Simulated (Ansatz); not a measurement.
`C/N=[CH]\[GeH3]`, relaxed with RKS PBE0-D4/def2-TZVP in Ansatz 0.2.0 from a PBE-D4/def2-SVP geometry. The force threshold is 0.005 eV/Å; the program also tests the step.

Charge 0, multiplicity 1.

Start:

```xyz
11

C    -0.739   -0.328   -1.496
N    -1.123   -0.937   -0.248
C    -0.517   -0.639    0.835
Ge    1.002    0.642    1.107
H    -1.613    0.209   -1.922
H    -0.485   -1.125   -2.227
H     0.121    0.385   -1.436
H    -0.870   -1.149    1.760
H     0.622    2.089    0.690
H     2.269    0.221    0.315
H     1.333    0.631    2.622
```

**Question.** By how much does the energy fall, and how many steps does the optimiser take? (Best estimate.)

**Answer.** The calculation gave: 1.00 kcal/mol, in 5 steps.

**Question.** Which bonds change most? (Best estimate.)

**Answer.** The calculation gave: C1–H7 from 1.119 to 1.100 Å; C3–Ge4 from 2.005 to 1.986 Å; C3–H8 from 1.114 to 1.094 Å; C1–H5 from 1.111 to 1.093 Å.

**Question.** Give the relaxed structure. (An estimate is asked.)

**Answer.** Computed: 
```xyz
11

C    -0.729   -0.321   -1.482
N    -1.114   -0.929   -0.240
C    -0.513   -0.632    0.828
Ge    0.992    0.637    1.092
H    -1.591    0.205   -1.900
H    -0.464   -1.108   -2.194
H     0.112    0.384   -1.407
H    -0.864   -1.135    1.734
H     0.610    2.067    0.676
H     2.240    0.210    0.300
H     1.322    0.622    2.593
```
